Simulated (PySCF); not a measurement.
# Computed records: CH6BOSi, CH5BOSi, CH4FOSi, CH5OSi and others

Calculation on a computer-drawn molecule: optimised geometry and harmonic frequencies of an isolated molecule of the commonest isotopes, restricted reference for singlets and unrestricted otherwise, frozen core in MP2. Program: PySCF 2.14.0.

Common to all runs: multiplicity 1; method HF.

(1) CH6BOSi

Start structure:
```xyz
10
CH6BOSi
C     -0.4547     1.8447    -0.2648
O     -1.3487     0.7951    -0.2229
B     -1.3470    -0.4617    -0.4912
Si     0.2161    -1.3724    -1.3364
H     -0.2810     2.2173     0.6253
H     -0.8922     2.6142    -0.9311
H      0.4814     1.5052    -0.6972
H     -2.3618    -1.0707    -0.3254
H      1.2092    -2.1591    -0.5897
H      0.6207    -1.5069    -2.7352
```

Here we set charge 1 and basis cc-pV(D+d)Z.

The calculation gives: rotational constants 13.13, 3.008, 2.561 GHz; total energy -429.5752 hartree; convergence status largest gradient component 3.192e-05 hartree/bohr.

Drawn bonds:
```tsv
atom	other atom	order
1	2	1
2	3	1
3	4	1
1	5	1
1	6	1
1	7	1
3	8	1
4	9	1
4	10	1
```

Optimised structure:
```xyz
10
CH6BOSi
C     -0.4476     1.8494    -0.2924
O     -1.4375     0.8391    -0.1960
B     -1.4001    -0.4207    -0.5178
Si     0.2810    -1.3760    -1.3333
H     -0.2654     2.2433     0.7026
H     -0.8248     2.6351    -0.9397
H      0.4846     1.4477    -0.7055
H     -2.3239    -1.1648    -0.3806
H      1.2719    -2.1052    -0.5291
H      0.5038    -1.5421    -2.7767
```

Modes:
```tsv
frequency (cm⁻¹)	reduced mass (dalton)
98.65	1.049
117.1	1.033
124.2	3.139
257.5	2.685
417	3.903
452.2	1.128
468	2.847
719.9	1.566
855.5	1.497
964	2.274
1031	1.156
1176	1.507
1265	1.339
1274	1.271
1511	2.546
1565	1.042
1608	1.051
1633	1.675
2383	1.03
2412	1.055
2762	1.097
3150	1.051
3300	1.083
3355	1.112
```

(2) CH5BOSi

Start structure:
```xyz
9
CH5BOSi
C     -0.0163     0.2837    -1.5864
O      0.7726    -0.8159    -1.1483
B      0.4119    -1.7889    -0.2423
Si    -1.3762    -1.9729     0.3064
H      0.2969     0.5655    -2.5188
H     -1.0306     0.0220    -1.4787
H      0.1336     1.0602    -0.8327
H      1.2736    -2.5873    -0.1011
H     -1.7289    -1.3396     1.6270
```

Here we set charge 0 and basis cc-pV(D+d)Z.

It finds rotational constants 14.33, 3.084, 2.639 GHz; total energy -429.2201 hartree; convergence status largest gradient component 3.929e-06 hartree/bohr.

Drawn bonds:
```tsv
atom	other atom	order
1	2	1
2	3	1
3	4	1
1	5	1
1	6	1
1	7	1
3	8	1
4	9	1
```

Optimised structure:
```xyz
9
CH5BOSi
C      0.0178     0.3098    -1.5519
O      0.7949    -0.7525    -1.0681
B      0.3189    -1.7500    -0.3018
Si    -1.6032    -2.1549     0.3140
H      0.3574     0.5590    -2.5557
H     -1.0436     0.0489    -1.5979
H      0.1424     1.1839    -0.9117
H      1.1457    -2.5634     0.0525
H     -1.3938    -1.4541     1.6456
```

Modes:
```tsv
frequency (cm⁻¹)	reduced mass (dalton)
52.11	1.063
131.3	3.154
241.5	1.397
301.2	2.106
455.7	5.299
503.7	1.931
576.1	1.4
909.6	1.46
1003	2.212
1204	1.748
1270	1.412
1283	1.386
1430	5.554
1588	1.051
1605	1.187
1610	1.057
2128	1.041
2603	1.088
3169	1.039
3252	1.099
3287	1.106
```

(3) CH4FOSi

Start structure:
```xyz
8
CH4FOSi
C     -3.7113    -0.5407    -0.5528
O     -3.5589     0.1141     0.7127
Si    -3.1114     1.2920     1.6681
F     -3.3833     0.9481     3.1271
H     -4.7805    -0.7686    -0.5805
H     -3.1574    -1.4342    -0.5173
H     -3.4324     0.0790    -1.3555
H     -2.5836     2.6209     1.4468
```

Here we set charge 1 and basis cc-pV(D+d)Z.

The calculation gives: rotational constants 16.88, 3.559, 2.996 GHz; total energy -503.2378 hartree; convergence status largest gradient component 1.545e-05 hartree/bohr.

Drawn bonds:
```tsv
atom	other atom	order
1	2	1
2	3	1
3	4	1
1	5	1
1	6	1
1	7	1
3	8	1
```

Optimised structure:
```xyz
8
CH4FOSi
C     -3.7259    -0.5462    -0.5109
O     -3.1376     0.5192     0.3078
Si    -3.0950     1.3022     1.6164
F     -4.0623     0.9715     2.7857
H     -4.5123    -1.0280     0.0591
H     -2.9166    -1.2273    -0.7432
H     -4.1073    -0.0634    -1.4021
H     -2.1617     2.3825     1.8358
```

Modes:
```tsv
frequency (cm⁻¹)	reduced mass (dalton)
57.06	1.082
109.9	4.298
201.2	3.648
391.5	11.67
635.2	1.34
711.1	3.989
862.2	1.251
1037	11.14
1253	1.268
1259	1.224
1321	6.338
1579	1.049
1586	1.065
1594	1.189
2530	1.047
3257	1.026
3388	1.115
3397	1.114
```

(4) CH5OSi

Start structure:
```xyz
8
CH5OSi
C      1.5144    -1.8888    -0.7351
O      0.8633    -0.7825    -1.0888
Si    -0.8737    -0.9468    -1.0774
H      2.5803    -1.7420    -0.7814
H      1.2943    -2.7468    -1.3589
H      1.2489    -2.2224     0.2547
H     -1.0697    -1.9932    -2.2397
H     -1.1733     0.3482    -1.7228
```

Here we set charge -1 and basis aug-cc-pV(D+d)Z.

The calculation gives: rotational constants 37.03, 5.581, 5.226 GHz; total energy -404.5751 hartree; convergence status largest gradient component 2.126e-05 hartree/bohr.

Drawn bonds:
```tsv
atom	other atom	order
1	2	1
2	3	1
1	4	1
1	5	1
1	6	1
3	7	1
3	8	1
```

Optimised structure:
```xyz
8
CH5OSi
C      1.5725    -1.9434    -0.7112
O      0.8148    -0.9004    -1.1928
Si    -0.9442    -0.9652    -1.0643
H      2.6347    -1.6683    -0.7276
H      1.4635    -2.8559    -1.3178
H      1.3118    -2.2103     0.3230
H     -1.2599    -1.8186    -2.3213
H     -1.2087     0.3879    -1.7375
```

Modes:
```tsv
frequency (cm⁻¹)	reduced mass (dalton)
97.7	1.241
137	1.179
297.8	3.327
625.4	7.852
807.8	1.105
848.6	1.143
1019	1.054
1234	5.473
1268	1.289
1293	1.434
1572	1.143
1584	1.057
1598	1.049
1886	1.042
1979	1.039
3067	1.042
3098	1.091
3121	1.098
```

(5) CH8AlBSi

Start structure:
```xyz
12
CH8AlBSi
C     -2.0216     1.7702     1.9135
B     -1.0424     1.1478     0.8954
Al    -1.0540     2.4058    -0.7782
Si    -0.1593    -0.5934     1.3762
H     -1.7199     1.6922     3.0069
H     -2.2337     2.8256     1.7199
H     -2.9858     1.3654     1.8495
H     -1.8219     3.8126    -0.6499
H     -0.4272     2.2172    -2.1560
H     -0.5095    -1.1064     2.7034
H     -0.5119    -1.6756     0.4800
H      1.3217    -0.5335     1.3600
```

Here we set charge 0 and basis cc-pV(D+d)Z.

Results for CH8AlBSi: rotational constants 4.873, 2.26, 1.624 GHz; total energy -598.0197 hartree; convergence status largest gradient component 6.417e-06 hartree/bohr.

Drawn bonds:
```tsv
atom	other atom	order
1	2	1
2	3	1
2	4	1
1	5	1
1	6	1
1	7	1
3	8	1
3	9	1
4	10	1
4	11	1
4	12	1
```

Optimised structure:
```xyz
12
CH8AlBSi
C     -2.1416     1.7855     2.1406
B     -1.1891     1.2877     0.9701
Al    -1.0306     2.3088    -0.9271
Si    -0.1241    -0.4339     1.3207
H     -1.8348     1.4836     3.1463
H     -2.3732     2.8533     2.1474
H     -3.0935     1.2626     1.9453
H      0.1358     3.3499    -1.2098
H     -2.0638     2.0239    -2.1004
H     -0.8307    -1.3731     2.2327
H      0.2239    -1.1809     0.0821
H      1.1562    -0.0395     1.9731
```

Modes:
```tsv
frequency (cm⁻¹)	reduced mass (dalton)
54.05	1.063
114.7	2.548
119.7	1.157
139.8	1.107
209.1	2.098
220.8	1.715
382.5	4.575
416.6	1.177
559.2	1.401
581.2	1.286
646.9	1.353
719.4	2.456
801.1	1.757
842.3	1.094
986.9	1.136
1013	1.064
1034	1.044
1051	1.616
1066	2.996
1423	1.253
1524	1.044
1584	1.073
1950	1.057
1957	1.027
2264	1.047
2272	1.05
2280	1.023
3111	1.053
3197	1.077
3237	1.104
```
